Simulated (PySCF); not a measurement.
Simulated Si 2p region for `C[Si](C)(Cl)Cl` (dimethyldichlorosilane), binding energy against the vacuum level.

Every computed line was given a Gaussian of 0.5 eV full width at half maximum and an area set by the number of equivalent atoms (split 2:1 within a doublet); the highest printed point is 100. Computed, not measured: PySCF 2.14.0, delta-SCF UKS SCAN, pcX-2 on the ionised atom, pcseg-1 elsewhere, spin-free X2C.

binding energy (eV), intensity and a bar:
```
    107.5          0 
    107.6          2 #
    107.7          7 ##
    107.8         18 #####
    107.9         39 ############
    108.0         66 ####################
    108.1         91 ###########################
    108.2        100 ##############################
    108.3         90 ###########################
    108.4         68 ####################
    108.5         50 ###############
    108.6         44 #############
    108.7         48 ##############
    108.8         51 ###############
    108.9         47 ##############
    109.0         35 ##########
    109.1         21 ######
    109.2         10 ###
    109.3          4 #
    109.4          1 
    109.5          0
```

Count the maxima, the lines and the sites behind this envelope.

The curve has 2 maxima (at 108.2 and 108.8 eV). Under it lie 2 lines from 1 inequivalent silicon site, drawn as a 2p3/2, 2p1/2 pair.

Decompose the envelope and assign each component. Numbering: `[CH3:1][Si:2]([CH3:3])([Cl:4])[Cl:5]`.

```json
{"position (eV)": "108.19", "relative area": "0.67", "line": "Si 2p3/2", "atoms": "Si2", "environment": "chlorine-bound silicon"}
{"position (eV)": "108.82", "relative area": "0.33", "line": "Si 2p1/2", "atoms": "Si2", "environment": "chlorine-bound silicon"}
```

What are the centre and the root-mean-square width of the whole band?

The area-weighted mean of the lines is 108.40 eV. Their own spread about it is 0.30 eV (rms) and each Gaussian has σ = 0.5/2.355 = 0.21 eV; the variances add, which gives 0.37 eV.

Shake-up satellites, vibrational structure and lifetime widths aren't simulated. The 2p values aren't plain energy differences: one relaxed spin-free 2p hole is combined with a matrix within the shell (ground-state 2p orbital-energy differences and spin–orbit coupling). 2p3/2, the mean of its two sublevels, lies a third of the splitting below the shell's mean and 2p1/2 two thirds above it; the statistical areas are 2:1. 2p1/2 minus 2p3/2 (ligand field included): Si 0.63 eV. Isolated species at its PBE0-D3(BJ)/def2-SVP geometry, gas phase.
